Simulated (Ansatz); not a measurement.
Ansatz results at the PBE0-D4/def2-TZVP geometry: size of the dipole moment (ωB97M-V/def2-TZVPP) 4.40 D; zero-point energy (PBE0-D4/def2-TZVP) 256.2 kJ/mol; HOMO–LUMO gap (PBE/def2-TZVPP) 5.61 eV.

Q: Which molecule gave them?
A. `[SH2+][Al-]([Cl])([Cl])[Cl]`
B. `C[S+](C)[GaH3-]`
C. `[BH3-][NH3+]`
D. `[PH3+][Al-]([Cl])([Cl])[Cl]`

A: B. The others give `[SH2+][Al-]([Cl])([Cl])[Cl]`: 4.81, 61.2, 5.21; `[PH3+][Al-]([Cl])([Cl])[Cl]`: 5.52, 84.0, 5.55; `[BH3-][NH3+]`: 5.43, 183.9, 5.55.
